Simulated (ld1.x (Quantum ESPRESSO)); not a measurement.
# What one change does to a pseudopotential (Cd, TM semilocal)

ld1.x (Quantum ESPRESSO) 7.5 input, shortened:

```
&input
   title='Cd', zed=48., rel=1, dft='PBE', iswitch=3,
   config='[Kr] 4d10 5s1.75 5p0.25'
 /
 &inputp
   pseudotype=1, tm=.true., lloc=2,
   nlcc=.false.
 /
3
4S  1  0   2.00   0.00  0.85  0.85  0.0
4P  2  1   6.00   0.00  1.50  1.50  0.0
4D  3  2  10.00   0.00  1.80  1.80  0.0
 &test
   configts(1)='4s2 4p6 4d10 5s1.75 5p0.25'
 /
```

Occupied shells without a wave of their own: 5p, 5s. They enter only through the test configuration that unscreens the potential.

All-electron outer shells of the reference configuration (PBE, scalar-relativistic, ld1.x):

```json
{"shell": "3p", "level (eV)": "-601.80", "outermost node (bohr)": "0.14", "outermost maximum (bohr)": "0.32"}
{"shell": "3d", "level (eV)": "-394.17", "outermost node (bohr)": "–", "outermost maximum (bohr)": "0.27"}
{"shell": "4s", "level (eV)": "-106.46", "outermost node (bohr)": "0.43", "outermost maximum (bohr)": "0.79"}
{"shell": "4p", "level (eV)": "-67.51", "outermost node (bohr)": "0.43", "outermost maximum (bohr)": "0.84"}
{"shell": "4d", "level (eV)": "-12.26", "outermost node (bohr)": "0.42", "outermost maximum (bohr)": "0.98"}
{"shell": "5s", "level (eV)": "-6.02", "outermost node (bohr)": "1.06", "outermost maximum (bohr)": "2.32"}
{"shell": "5p", "level (eV)": "-1.45", "outermost node (bohr)": "1.20", "outermost maximum (bohr)": "3.29"}
```

Change: core correction a·sin(br)/r model core inside 0.74 bohr (5p, 5s counted twice).

Cutoffs: the cutoffs (Ry, on a coarse ladder) from which the occupation-weighted sum of valence levels, in a spherical-Bessel basis at the reference potential, stays within 10 and 1 mRy of its value at 400 Ry; they do not see the model core or the augmentation charge, which bear on the density cutoff. Errors are all-electron minus pseudo energies relative to the spin-unpolarised reference configuration.

Predict the effect on cutoff, ghosts and configuration errors.

The potential gets neither clearly harder nor softer (160 Ry and 300 Ry → 160 Ry and 300 Ry); of the 7 tests that both files solve, the error grows in 7 and shrinks in 0 by more than 15 % and 0.3 meV (median size 157.3 → 258.1 meV); neither file shows a bound ghost. A semilocal file is local in each channel, so a ghost entry of none says nothing of the separable form that plane-wave codes build from it. In the changed file ld1.x takes every shell without a wave as core, so the model core holds the 5p, 5s electrons as well and exchange and correlation see them twice. This cancels in the reference configuration, but the file is broken for other ones, and its errors say nothing about a proper core correction. A model core, the more so a compact one, raises the density cutoff, which this test does not measure.

```csv
quantity,base,changed
"cutoff, loose",160 Ry,160 Ry
"cutoff, tight",300 Ry,300 Ry
bound ghosts,none,none
"largest miss of a reference level, eV",0.11,0.11
"error for 4s2 4p6 4d10 5s2 5p0, meV [ΔE -1.13 eV]",-0.3,-2.7
"error for 4s2 4p6 4d10 5s1 5p0, meV [ΔE 8.14 eV]",-157,-258
"error for 4s2 4p6 4d10 5s0 5p0, meV [ΔE 25.27 eV]",-386,-788
"error for 4s2 4p6 4d9 5s0 5p0, meV [ΔE 63.28 eV]",-583,-1195
"error for 4s2 4p6 4d8 5s0 5p0, meV [ΔE 117.34 eV]",-791,-1614
"error for 4s2 4p6 4d9 5s2 5p0, meV [ΔE 16.85 eV]",-37,-71
"error for 4s2 4p6 4d10 5s1.5 5p0, meV [ΔE 2.58 eV]",-70,-97
s: phases at 1.96 bohr within 0.05 rad from the reference energy up to (Ry; the scan ends near 5),0.0,0.0
p: phases at 1.96 bohr within 0.05 rad from the reference energy up to (Ry; the scan ends near 5),0.2,0.2
d: phases at 1.96 bohr within 0.05 rad from the reference energy up to (Ry; the scan ends near 5),3.3,3.3
```

Base: The 5p, 5s levels have no wave, so the channel is fitted at the deeper level alone: the likely source of the large errors.
